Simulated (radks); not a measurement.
Q: Nb3+, configuration [Kr] 4d2 (the NIST ground configuration). Calculated with a radial shooting solver on a logarithmic mesh with Libxc functionals: scalar-relativistic Kohn-Sham, LDA (Slater exchange, Perdew-Wang correlation), spin-polarised, spherical densities, finite nucleus; open shells are filled with parallel spins first (spin-orbit coupling, left out, can overturn this in heavy ions); Fermi nuclear charge, rms radius 4.324 fm. Some entries of the table are withheld. Estimate them.

orbital,occ.,eigenvalue (Ry),r(max) (bohr),<r> (bohr)
1s down,1,-1382.702,0.02352,0.03613
1s up,1,-1382.702,0.02352,0.03613
2s up,1,-195.4596,0.1334,0.1582
2s down,1,-195.4426,0.1334,0.1582
2p up,3,-174.9137,0.1065,0.1378
2p down,3,-174.9006,0.1065,0.1378
3s up,1,-34.49165,0.3960,0.4441
3s down,1,-34.47940,0.3961,0.4440
3p up,3,-27.77703,0.3895,0.4464
3p down,3,-27.76367,0.3895,0.4463
3d up,5,(1),0.3337,0.4332
3d down,5,(2),0.3338,0.4330
4s up,1,-6.58388,1.027,1.147
4s down,1,-6.49042,1.025,1.143
4p up,3,-4.80343,1.115,1.273
4p down,3,-4.70156,1.111,1.269
4d up,2,-2.31077,(3),1.709
4d down,0,-2.20017,(4),1.716

A: 
(1) 3d up eigenvalue (Ry): -16.76525
(2) 3d down eigenvalue (Ry): -16.74708
(3) 4d up r(max) (bohr): 1.403
(4) 4d down r(max) (bohr): 1.397
